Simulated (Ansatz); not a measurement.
CBClF₄O, SMILES `FB(Cl)OC(F)(F)F`. Charge 0, multiplicity 1.

```json
{"atom": "F1", "x (Å)": "-1.1480", "y (Å)": "-0.1630", "z (Å)": "1.4901"}
{"atom": "B2", "x (Å)": "-0.7077", "y (Å)": "0.8243", "z (Å)": "0.7460"}
{"atom": "Cl3", "x (Å)": "-1.1994", "y (Å)": "2.4578", "z (Å)": "1.0663"}
{"atom": "O4", "x (Å)": "0.1455", "y (Å)": "0.6056", "z (Å)": "-0.2982"}
{"atom": "C5", "x (Å)": "0.6049", "y (Å)": "-0.6216", "z (Å)": "-0.6532"}
{"atom": "F6", "x (Å)": "-0.3899", "y (Å)": "-1.4362", "z (Å)": "-0.9894"}
{"atom": "F7", "x (Å)": "1.2922", "y (Å)": "-1.1889", "z (Å)": "0.3328"}
{"atom": "F8", "x (Å)": "1.4024", "y (Å)": "-0.4780", "z (Å)": "-1.6945"}
```

Give the diagnostics of a CCSD(T)/def2-TZVPP run (frozen core, Ansatz). (Estimate.)

Computed: T1 = 0.0120, largest single amplitude 0.025, largest double 0.032, (T) share of the correlation energy 3.3 %, 9 CCSD cycles. The RHF solution is stable towards an unrestricted one. T1 lies under the customary mark of 0.02 for closed shells.
